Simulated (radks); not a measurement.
The numbers below are computed, except where a source is named.
Ionisation of the silver ion Ag3+, [Kr] 4d8, to [Kr] 4d7 as the strength of local exchange is varied. Level of theory: scalar-relativistic Kohn-Sham, Slater X-alpha exchange (alpha = 2/3 is LDA exchange), no correlation, spin-polarised, spherical densities, finite nucleus; open shells are filled with parallel spins first (spin-orbit coupling, left out, can overturn this in heavy ions); Fermi nuclear charge, rms radius 4.5454 fm (a radial shooting solver on a logarithmic mesh with Libxc functionals).

alpha = 0.616: E(Ag3+) (hartree) -5293.75174; exchange (hartree) -127.75470; IE (eV) 47.852; -e of the level emptied (eV) 40.290 (4d); <r> of it (bohr) 1.271
alpha = 0.667: E(Ag3+) (hartree) -5304.36029; exchange (hartree) -138.59840; IE (eV) 48.988; -e of the level emptied (eV) 41.376 (4d); <r> of it (bohr) 1.260
alpha = 0.679: E(Ag3+) (hartree) -5306.85939; exchange (hartree) -141.15576; IE (eV) 49.258; -e of the level emptied (eV) 41.634 (4d); <r> of it (bohr) 1.257
alpha = 0.791: E(Ag3+) (hartree) -5330.23886; exchange (hartree) -165.13281; IE (eV) 51.823; -e of the level emptied (eV) 44.096 (4d); <r> of it (bohr) 1.234
alpha = 0.948: E(Ag3+) (hartree) -5363.17754; exchange (hartree) -199.07246; IE (eV) 55.562; -e of the level emptied (eV) 47.699 (4d); <r> of it (bohr) 1.203
alpha = 1.002: E(Ag3+) (hartree) -5374.55142; exchange (hartree) -210.83456; IE (eV) 56.887; -e of the level emptied (eV) 48.979 (4d); <r> of it (bohr) 1.192
alpha = 1.023: E(Ag3+) (hartree) -5378.98076; exchange (hartree) -215.42094; IE (eV) 57.407; -e of the level emptied (eV) 49.482 (4d); <r> of it (bohr) 1.188

NIST Atomic Spectra Database: 49 +/- 1.7 eV (theoretical). The Delta-SCF value meets it near alpha = 0.67. Open shells are spherical and high-spin; term and fine-structure splittings are not resolved.
